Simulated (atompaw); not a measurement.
Cutoff test, aluminium, PAW (atompaw)

aluminium (Al), PAW, made with atompaw 4.2.0.5 (PBE, non-relativistic). Core [Ne], reference 3s2 3p1. Waves: 3s (bound): rc 2.90 bohr; 3s channel at 0.45 Ry: rc 1.80 bohr; 3p (bound): rc 2.90 bohr; 3p channel at 0.8 Ry: rc 2.90 bohr. Local part: troulliermartins scheme with l = 2 at 0 Ry, radius 2.40 bohr. Core correction: smooth core density matched at 2.75 bohr. Augmentation charge: sinc compensation charge, radius 2.70 bohr; PAW radius 2.90 bohr; waves and projectors: custom rrkj gramschmidtortho.

The pseudo-atom Hamiltonian at the reference potential is diagonalised in spherical Bessel functions j_l(qr) that vanish at 20 bohr, with q² up to the cutoff. All-electron valence levels (Ry): 3s -0.5682, 3p -0.1999.

**Question.** How do the lowest levels (Ry) of each channel move with the cutoff, and are there ghosts?

**Answer.**

| cutoff (Ry) | s #1 | s #2 | p #1 | p #2 | d #1 | d #2 | f #1 | Σ f·Δε (mRy) |
| --- | --- | --- | --- | --- | --- | --- | --- | --- |
| 8 | -0.5682 | -0.0227 | -0.1998 | 0.0242 | 0.0454 | 0.1255 | 0.1022 | 0.2 |
| 10 | -0.5682 | -0.0228 | -0.1999 | 0.0242 | 0.0453 | 0.1252 | 0.1022 | 0.0 |
| 12 | -0.5682 | -0.0229 | -0.1999 | 0.0242 | 0.0452 | 0.1250 | 0.1022 | 0.0 |
| 400 | -0.5682 | -0.0229 | -0.1999 | 0.0242 | 0.0452 | 0.1248 | 0.1022 | 0.0 |

Result: no extra level below or beside the all-electron valence levels (s, p, d, f tested); 10 mRy is reached at 6 Ry and 1 mRy at 8 Ry.
